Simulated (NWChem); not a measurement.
Molecule: CH7NO2Si; SMILES CO[Si@H](N)O

```xyz
12

C     -0.0211    -2.2523     0.0597
O      0.4910    -0.9804     0.3986
Si    -0.0654     0.4374    -0.3019
N      1.0949     1.5982     0.2414
O     -1.5964     0.9182     0.1808
H     -0.1162    -2.3963    -1.0424
H     -1.0246    -2.4300     0.5101
H      0.6688    -3.0318     0.4453
H     -0.2505     0.2000    -1.7721
H      1.0432     2.5634    -0.0899
H      2.0660     1.2971     0.3510
H     -1.6058     1.2415     1.1005
```
Atoms are numbered in this order, from 1.

All runs: NWChem. Pople sets run with spherical d functions. Structure relaxed at the PBE-D3(BJ)/def2-SVP level. Not confirmed as a minimum by frequencies. Level: PBE/6-31G* with SMD (1 M gas to 1 M solution), gas-phase geometry. Reactions with the solvent are ignored.

For solvent ethylene glycol:

| Item | Result |
|---|---|
| cavity-dispersion-structure term (kcal/mol) | 4.8 |

Q: What are these values for solvent tetrahydrofuran?

A: 
| Item | Value |
|---|---|
| cavity-dispersion-structure term (kcal/mol) | 0.2 |
